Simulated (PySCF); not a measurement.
H3OSi, charge +1. Atoms are numbered in the order given.

```xyz
5

O      0.1051     1.0281     0.0000
Si    -0.0147    -0.5368     0.0000
H     -0.5805     1.7120     0.0000
H     -1.3261    -1.1930     0.0000
H      1.2722    -1.2285     0.0000
```
Charge +1, spin multiplicity 1.

Coordinates come from a B3LYP-D3(BJ)/def2-TZVP optimisation. The isomer is the one that the SMILES or the coordinates give; other isomers of the formula were not compared.

All values below come from TDA-ωB97X/def2-TZVPD (PySCF).

Vertical excitations.  State labels are in the subgroup Cs.

Computed excitation energies, oscillator strengths and character:
```
state  symmetry  energy (eV)  λ (nm)      f                            main pairs
-----  --------  -----------  ------  -----  ------------------------------------
S1           A"         6.26     198  0.000                        HOMO→LUMO 99 %
S2           A"         7.99     155  0.004                      HOMO−2→LUMO 98 %
S3           A'         8.22     151  0.064                      HOMO−1→LUMO 86 %
S4           A'         9.26     134  0.045                      HOMO→LUMO+1 77 %
S5           A"         9.76     127  0.017  HOMO−1→LUMO+1 84 %, HOMO−3→LUMO 13 %
S6           A'        10.50     118  0.273                      HOMO→LUMO+2 80 %
S7           A"        10.58     117  0.170                      HOMO−3→LUMO 77 %
S8           A'        10.94     113  0.044                    HOMO−2→LUMO+1 78 %
S9           A"        11.12     112  0.017                    HOMO−1→LUMO+2 88 %
S10          A'        12.14     102  0.458  HOMO−2→LUMO+2 69 %, HOMO→LUMO+4 16 %
T1           A"         5.74     216      0                        HOMO→LUMO 96 %
T2           A'         6.65     186      0                      HOMO−1→LUMO 97 %
T3           A"         7.49     166      0                      HOMO−2→LUMO 94 %
T4           A'         8.30     149      0    HOMO→LUMO+1 80 %, HOMO→LUMO+2 12 %
```
Triplets are in the Tamm–Dancoff approximation.
